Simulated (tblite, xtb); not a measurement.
GeI$_{4}$, triplet, at a GFN2-xTB geometry (a higher spin typed on purpose: for a closed-shell molecule this is an excited state). Base run: xtb with GFN1-xTB.

Here is a job for xtb.
```
$ xtb mol.xyz --gfn 1 --uhf 2 --json

# file mol.xyz
5

I     -0.64226172     2.80508033    -0.74452314
Ge    -0.26333692     0.04304399    -0.11471791
I     -1.70071416    -2.42210698    -0.27615139
I      0.47122681     0.12487011     2.45849719
I      2.03074494    -0.53383228    -1.36855901
```

Programs used: tblite, xtb; a row that names a program was run with it.

Variants of this job, named by their change:

| change | ΔE vs base (kJ/mol) | dipole (D) | SCF cycles |
|---|---|---|---|
| base | 0.00 | 0.28 | 16 |
| file = coord | 0.00 | 0.28 | 16 |
| acc = 1000 | 0.00 | 0.29 | 11 |
| etemp = 10000 | -320.1 | 0.09 | 12 |
| acc = 0.1 | 0.00 | 0.28 | 19 |
| alpb = methanol | -55.3 | 0.24 | 20 |
| program = tblite; method = gfn1; option = (--alpb, water) | -19.06 | - | - |
| program = tblite; method = gfn1 | -0.03 | - | - |
| etemp = 1000 | -13.76 | 0.23 | 15 |

ALPB and GBSA are two models with their own fitted parameters for each solvent, which aren't always the measured dielectric constant.
